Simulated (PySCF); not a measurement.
**Substituent effects on chemical shifts**

Parent skeleton `[Cl:1][SiH2:2][C:3]1=[C:4]([Cl:5])[CH2:6][CH2:7]1`; one hydrogen on atom 2 is replaced by X. Hydrogens on one atom are averaged.

Fast rotation and ring inversion assumed for equivalent nuclei, one computed conformer, isolated molecule, non-relativistic Hamiltonian. Geometry from GFN2-xTB; GIAO PBE0/pcSseg-1 shieldings; PySCF 2.14.0 with density-fitted response routines.

Shifts are taken against calculated references (same method and geometry level): ³⁵Cl vs HCl; ²⁹Si, ¹³C, ¹H vs TMS.

Parent (X = H): Cl1 -90.5, Si2 -35.5, C3 148.1, C4 158.9, Cl5 268.3, C6 40.8, C7 29.3, H(Si2) 5.46, H(C6) 2.86 ppm. Effects are Δδ = δ(X) − δ(H), positive for deshielding.

Known members:
```tsv
X	Cl1	Si2	C3	C4	Cl5	C6	C7	H(Si2)	H(C6)
COCH3	+58.7	-9.4	+0.2	+1.7	+5.5	+1.5	-0.7	-0.55	+0.09
OCHO	+108.3	+16.9	+0.4	+3.2	+10.1	+1.1	+1.7	+0.43	+0.03
```

Four more derivatives gave (Δδ, ppm):
| compound | Cl1 | Si2 | C3 | C4 | Cl5 | C6 | C7 | H(Si2) | H(C6) |
| --- | --- | --- | --- | --- | --- | --- | --- | --- | --- |
| 1 | +86.7 | +15.1 | -2.5 | +4.6 | +18.9 | +1.8 | -0.8 | -0.23 | +0.19 |
| 2 | +55.1 | +23.4 | +3.7 | -2.2 | -6.0 | +0.5 | -0.4 | -0.01 | +0.01 |
| 3 | +45.2 | +12.1 | +2.8 | -0.7 | -5.6 | +0.3 | -0.4 | +0.28 | +0.07 |
| 4 | +106.6 | +26.4 | +2.3 | +1.3 | +11.0 | +1.5 | -0.5 | +0.17 | +0.10 |

Problem. Their substituents are CH2CN, CH3, PH2, vinyl. Which is which?

Solution. 1: X = CH2CN (N#CC[Si@@H](Cl)C1=C(Cl)CC1); 2: X = CH3 (C[Si@@H](Cl)C1=C(Cl)CC1); 3: X = vinyl (C=C[Si@H](Cl)C1=C(Cl)CC1); 4: X = PH2 (P[Si@H](Cl)C1=C(Cl)CC1).
